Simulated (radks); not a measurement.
Task: Valence configurations of P2+ (all share [Ne]). All-electron calculation, non-relativistic Kohn-Sham, BLYP, spin-unpolarised, spherical densities, point nucleus. Program: a radial shooting solver on a logarithmic mesh with Libxc functionals. Order these by energy: 3s2 3p1; 3s0.5 3p2.5; 3s1 3p2; 3s1.5 3p1.5; 3p3.

Result: From the lowest, in eV above it: 3s2 3p1 0.000; 3s1.5 3p1.5 4.794; 3s1 3p2 9.607; 3s0.5 3p2.5 14.438; 3p3 19.287. NIST lists [Ne] 3s2 3p1 as the ground configuration; this level of theory agrees among the configurations tried. The energies are those of spherical spin-averaged densities, not of single terms.
